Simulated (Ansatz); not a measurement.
Consider the hydrogenolysis of a Ge–Br bond: `[Br][GeH2][Br]` + H₂ → `[GeH3][Br]` + HBr.

Program: Ansatz. Geometries: PBE0-D4/def2-TZVP. ΔE: electronic, gas phase. CCSD(T)/CBS is the MP2 limit (def2-TZVPP, def2-QZVPP) plus CCSD(T) − MP2 in def2-TZVPP, frozen cores. This one scheme is used for every species. DFT in def2-TZVPP. For Br, Ge outer-core shells are correlated without core-valence functions, which leaves a few kJ/mol of doubt a bond. Scalar relativity is left out up to krypton.

CCSD(T)/CBS gives +60.0 kJ/mol.

Task: Another level gave +61.9 kJ/mol. Which?
A. LC-ωPBE/def2-TZVPP
B. PBE/def2-TZVPP
C. MP2/def2-TZVPP
D. r2SCANh/def2-TZVPP

Result: D. r2SCANh 61.9, LC-ωPBE 49.5, MP2/def2-TZVPP 66.4, PBE 57.4 kJ/mol.

Largest T1 diagnostic among the species: 0.009.

Leaving LDA and LC-ωPBE aside and taking each functional with its dispersion term where it has one, the values, not all of them listed here, spread over 12.1 kJ/mol, from CAM-B3LYP-D4 to revPBE-D4. LDA lies −4.8 kJ/mol from PBE without D4. At CCSD(T), def2-SVP lies −16.8 kJ/mol from the extrapolated value and def2-TZVPP −3.9 kJ/mol.
